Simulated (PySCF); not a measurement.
MoO2F2 (singlet state).
SMILES: `[O]=[Mo](=[O])([F])[F]`

Method used: PySCF, PBE0-D3(BJ)/def2-SVP geometry optimisation, gas phase, def2 core potentials past Kr.

Take the most abundant isotopes and a rigid rotor. 

What are A, B and C (MHz)?

Ia = 127.87, Ib = 144.48, Ic = 159.37 u·Å²; 505379 MHz·u·Å²/I gives A = 3952, B = 3498, C = 3171 MHz.

What kind of rotor is it?

An asymmetric top. Ray's parameter κ = (2B − A − C)/(A − C) = -0.163; −1 is the prolate and +1 the oblate limit.

Is it planar, by Δ = Ic − Ia − Ib?

Not planar: Δ = Ic − Ia − Ib = -112.98 u·Å². For a rigid frame Δ = −2 Σ m c², so Σ m c² = 56.49 u·Å² lies off the ab plane. The atom farthest from that plane is 1.35 Å away.

Give the other two planar moments, Paa and Pbb, and the rms extents of the mass along the axes.

Paa = Σ m a² = (Ib + Ic − Ia)/2 = 87.99 and Pbb = Σ m b² = (Ia + Ic − Ib)/2 = 71.38 u·Å². With the mass M = 167.89 u, the rms extents √(P/M) along a, b and c are 0.72, 0.65, 0.58 Å.

Give the coordinates in the principal-axis frame, origin at the centre of mass.

The sense of each axis is arbitrary; atoms in the order of the calculation.
```
atom  mass (u)   a (Å)   b (Å)   c (Å)
 Mo1    97.905   0.000   0.043   0.001
  O2    15.995   0.001   1.067   1.308
  O3    15.995  -0.003   1.007  -1.349
  F4    18.998  -1.521  -0.985   0.017
  F5    18.998   1.523  -0.982   0.014
```

Where do the levels up to J = 4 lie, in MHz?

Above 0(0,0):
J = 1: 1(0,1) 6669, 1(1,1) 7123, 1(1,0) 7450
J = 2: 2(0,2) 19883, 2(1,2) 20134, 2(1,1) 21115, 2(2,1) 22478, 2(2,0) 22602
J = 3: 3(0,3) 39480, 3(1,3) 39584, 3(1,2) 41514, 3(2,2) 42485, 3(2,1) 43018, 3(3,1) 45641, 3(3,0) 45673
J = 4: 4(0,4) 65391, 4(1,4) 65426, 4(1,3) 68494, 4(2,3) 69061, 4(2,2) 70353, 4(3,2) 72496, 4(3,1) 72698, 4(4,1) 76674, 4(4,0) 76680
Those of J = 1 are B + C, A + C and A + B.

Which lines would a microwave search look for?

The dipole components are |μa| = 0.00 D, |μb| = 0.98 D, |μc| = 0.04 D. Intensities carry the squares of the components, which stand as 0.00 : 1.00 : 0.00 (a : b : c). Some lines, for components of 0.1 D or more:

```
type  branch         J(Ka,Kc)    MHz  lower level (cm⁻¹)
   b       Q  1(1,0) ← 1(0,1)    781               0.222
   b       Q  3(2,1) ← 3(1,2)   1505               1.385
   b       Q  4(2,2) ← 4(1,3)   1859               2.285
   b       Q  3(1,2) ← 3(0,3)   2033               1.317
   b       Q  4(3,1) ← 4(2,2)   2345               2.347
   b       Q  3(3,0) ← 3(2,1)   2654               1.435
   b       Q  3(2,2) ← 3(1,3)   2901               1.320
   b       Q  4(1,3) ← 4(0,4)   3103               2.181
   b       Q  3(3,1) ← 3(2,2)   3156               1.417
   b       Q  4(3,2) ← 4(2,3)   3435               2.304
   b       Q  4(2,3) ← 4(1,4)   3635               2.182
   b       Q  4(4,0) ← 4(3,1)   3983               2.425
   b       Q  4(4,1) ← 4(3,2)   4177               2.418
   b       R  2(0,2) ← 1(1,1)  12760               0.238
   b       R  2(1,2) ← 1(0,1)  13465               0.222
   b       R  2(2,1) ← 1(1,0)  15028               0.249
   b       R  3(1,2) ← 2(2,1)  19036               0.750
   b       R  3(0,3) ← 2(1,2)  19346               0.672
   b       R  3(2,2) ← 2(1,1)  21370               0.704
   b       R  3(2,1) ← 2(1,2)  22884               0.672
   b       R  3(3,1) ← 2(2,0)  23039               0.754
   b       R  3(3,0) ← 2(2,1)  23195               0.750
   b       R  4(2,2) ← 3(3,1)  24713               1.522
   b       R  4(1,4) ← 3(0,3)  25946               1.317
   b       R  4(1,3) ← 3(2,2)  26009               1.417
   b       R  4(2,3) ← 3(1,2)  27548               1.385
   b       R  4(3,2) ← 3(2,1)  29478               1.435
   b       R  4(3,1) ← 3(2,2)  30213               1.417
```

No frequency check. Zero-point vibration and centrifugal distortion are left out.

On one thread, Intel Xeon Platinum 8488C (x86_64), shared host with 96 logical CPUs at a one-minute load of 41, this took 18 s of wall time and 0.34 GiB of memory at its peak. This is the geometry optimisation.
